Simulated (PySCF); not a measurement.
Gas-phase reaction: GeS + 3 H₂ ⇌ GeH₄ + H₂S

Method: PySCF energies plus ideal-gas RRHO corrections (1 bar). † marks an energy on the PBE0/def2-TZVP geometry and frequencies; other levels use their own. MP2 freezes the core. 6-31G* has spherical d functions here. All species are closed-shell singlets. B3LYP is the form with VWN-RPA correlation. Ge: all electrons, no relativistic terms. MP2 isn't extrapolated to the basis-set limit; its ΔH°(298 K) is -67.2 kJ in def2-SVP and -58.2 kJ in def2-TZVPP. The harmonic model lacks anharmonicity and excited electronic states, which grow with temperature; levels with a mode under 35 cm⁻¹ are left out.

```csv
level,"ΔE electronic, kJ","ΔH°(298 K), kJ","ΔS°(298 K), J/K","ΔG°(600 K), kJ"
B3LYP/6-31G*,-43,-24,-204,102
HF/def2-TZVP†,-117,-97,-204,30
M06-2X/def2-TZVP†,-67,-47,-204,80
MP2/def2-SVP†,-88,-67,-204,59
PBE/def2-TZVP†,-68,-48,-204,79
PBE0/def2-QZVP†,-103,-83,-204,44
ωB97X-V/def2-TZVP†,-113,-92,-204,34
```
ΔH° is lowest at HF/def2-TZVP† and highest at B3LYP/6-31G*. No reference value is set beside these.
